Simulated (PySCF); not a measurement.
C2H4N2OSi, SMILES C(/O[SiH3])=N\C#N. Atoms are numbered in the order given.

```xyz
10

N     -0.3735    -3.3382     0.0000
C     -0.2400    -2.1809     0.0000
N     -0.1934    -0.8497     0.0000
C      0.9199    -0.2118     0.0000
O      0.9500     1.1012     0.0000
Si    -0.5065     2.0437     0.0000
H      1.9156    -0.6837     0.0000
H     -1.2760     1.7523    -1.2327
H     -1.2760     1.7523     1.2327
H      0.0161     3.4299     0.0000
```
Charge 0, spin multiplicity 1.

Coordinates come from a B3LYP-D3(BJ)/def2-SVP optimisation. The structure was generated by enumeration; whether it is a known compound was not checked. The values are those of a single conformer.

These are B3LYP-D3(BJ)/def2-SVP (PySCF) values and carry that method's errors.

Frequencies are harmonic and unscaled.

```csv
mode,ν (cm⁻¹),IR (km/mol),Raman (Å⁴/amu),depolarisation,moving atoms (share of kinetic energy)
1,103,6.4,0.8,0.75,"N 36 %, Si 34 %, C 13 %, H 10 %"
2,129,0.0,1.7,0.75,"N 68 %, H 27 %"
3,198,0.2,0.4,0.75,"H 73 %, N 20 %"
4,212,7.2,5.4,0.40,"N 57 %, C 18 %, Si 15 %"
5,282,22.2,4.6,0.75,"H 33 %, O 33 %, C 29 %"
6,553,3.6,2.3,0.75,"C 70 %, N 27 %"
7,562,3.2,4.8,0.26,"C 69 %, N 20 %"
8,599,5.1,7.9,0.63,"H 33 %, O 28 %, C 22 %, N 15 %"
9,701,81.1,6.4,0.25,"O 47 %, Si 34 %, C 9 %"
10,706,52.8,12.9,0.75,"H 81 %, O 10 %, Si 9 %"
11,752,73.5,5.9,0.43,"H 56 %, O 21 %, C 11 %"
12,943,83.1,14.0,0.74,H 96 %
13,949,332.1,13.7,0.73,H 91 %
14,959,74.4,23.7,0.75,H 96 %
15,1013,1.4,3.4,0.75,"H 61 %, C 32 %"
16,1106,46.4,1.2,0.72,"N 70 %, C 24 %"
17,1335,283.9,1.0,0.75,"H 43 %, O 35 %, C 20 %"
18,1393,74.3,10.2,0.38,"H 47 %, C 23 %, N 21 %, O 9 %"
19,1715,505.1,60.9,0.33,"C 54 %, N 41 %"
20,2270,33.2,212.5,0.02,H 99 %
21,2285,91.5,49.9,0.75,H 95 %
22,2287,107.8,107.4,0.57,H 96 %
23,2352,138.4,278.1,0.30,"C 64 %, N 36 %"
24,3119,14.9,112.5,0.36,"H 91 %, C 9 %"
```
